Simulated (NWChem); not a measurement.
# Correlation energy of HCu

```
Cu
H 1 1.4632
```
Charge 0, spin multiplicity 1.

All runs are NWChem calculations. The geometry was optimised at PBE/def2-SVP, a minimum by its harmonic frequencies.

Basis set: def2-QZVP. Each correlation energy counts from its own Hartree-Fock reference.

The correlated methods keep 9 core orbitals frozen. The structure started from a generated list of species. Coupled-cluster values serve here as a point of comparison, not as the truth.

**Question.** One of these methods gave a correlation energy of -545.1 mHa. Which?
A) CR-CCSD(T)
B) CR-CCSD[T]
C) MP2
D) SCS-MP2

**Answer.** C, MP2. The others give -486.6 (SCS-MP2), -502.9 (CR-CCSD[T]), -498.6 (CR-CCSD(T)).
